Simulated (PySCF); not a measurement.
SnH₃Br, SMILES [Br][SnH3].

Geometry: B3LYP-D3(BJ)/def2-TZVP. The def2 effective core potentials stand for the cores of Sn; spin–orbit coupling is left out.

Method: IEF-PCM-M06-2X/def2-SVP in PySCF.

The values are the electrostatic part of the solvation free energy, E(continuum) − E(gas) at the gas-phase geometry, in a cavity of scaled van der Waals radii (PySCF's table); cavitation and dispersion terms are not included. A continuum can't describe solvent molecules that bind to the metal. In vacuum the orbital gap is 9.12 eV. The dipole moment in vacuum is 2.66 D.

Q: Estimate the values in water (ε = 78.36), ethanol (ε = 24.85), dichloromethane (ε = 8.93). (Estimate from the structure and the level; the computed values follow.)

A: 
```
solvent              ε  ΔG(elec) (kcal/mol)  dipole (D)  gap (eV)
---------------  -----  -------------------  ----------  --------
water            78.36                 -2.8        3.51      9.49
ethanol          24.85                 -2.6        3.47      9.47
dichloromethane   8.93                 -2.3        3.38      9.43
```
